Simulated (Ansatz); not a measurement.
Scan of the F1–C2–Si3–F4 dihedral angle

CH2F2Si (SMILES FC=[SiH]F), singlet, at its PBE0-D4/def2-TZVP minimum:

```
6
angstrom
F 1.1298 -1.4131 -0.8992
C 0.7448 -0.1957 -0.4862
Si -0.6358 0.2144 0.4220
F -1.7304 -0.8052 0.9471
H 1.4223 0.6006 -0.7873
H -0.9307 1.5990 0.8036
```

The dihedral angle F1–C2–Si3–F4 (0.0° at the minimum) is set to the values below, the two halves turning rigidly about the central bond. Each method's energies count from its own value at the PBE0-D4 minimum structure. Program: Ansatz 0.2.0. Basis: def2-TZVPP. Cores are frozen in the correlated methods.

CCSD(T) energies along the scan:
```
dihedral angle (°)  CCSD(T) (eV)
            -165.1        0.1905
            -135.1        0.7094
            -105.1        1.6288
             -75.1        1.5574
             -45.1        0.6078
             -15.1        0.0704
              14.9        0.0687
              44.9        0.6030
              74.9        1.5508
             104.9        1.6350
             134.9        0.7140
             164.9        0.1922
```
They count from the CCSD(T) energy at the PBE0-D4 minimum.

Largest difference from the CCSD(T) curve over the scan: PBE-D4 0.0684; HF 0.0793; MP2 0.0439 eV. Each curve counts from its own value at the minimum.

No T1 diagnostic of these runs exceeds 0.034. The T1 diagnostic is large here, which may signal multireference character or strong orbital relaxation, so CCSD(T) is less sure. The restricted Hartree–Fock reference is unstable towards an unrestricted one here.

For scale, one of the runs: CCSD(T)/def2-TZVPP, 163 basis functions (an equivalent command: `ansatz run in.yaml --threads 2`). Time: 24 s of wall clock on 2 CPU threads; the host was shared. Peak host memory: 1.3 GiB.
